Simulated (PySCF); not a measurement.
## Correlation energy of Pr (praseodymium, neutral)

[Xe] 4f3 6s2, one real determinant. All numbers are calculated (PySCF 2.14, scalar relativity by spin-free X2C-1e, in cc-pVDZ-X2C (8s7p5d3f1g, 84 functions)). Frozen: [Kr] 4d10; 13 electrons correlated.

```csv
level,correlation energy (mhartree)
CCSD,-327.53
(T),-16.21
CCSD(T),-343.74
```

Diagnostics: T1 = 0.025, D1 = 0.0805, largest double amplitude 0.128.

The real determinant used has ⟨L²⟩ near 34 against 42 for a pure I term, so it mixes terms. Spin-orbit coupling, absent here, splits the open shell strongly.

Cost of the coupled-cluster step: roughly 50 core-seconds, for 13 correlated electrons.

The reference is one real determinant that mixes LS terms of this configuration.
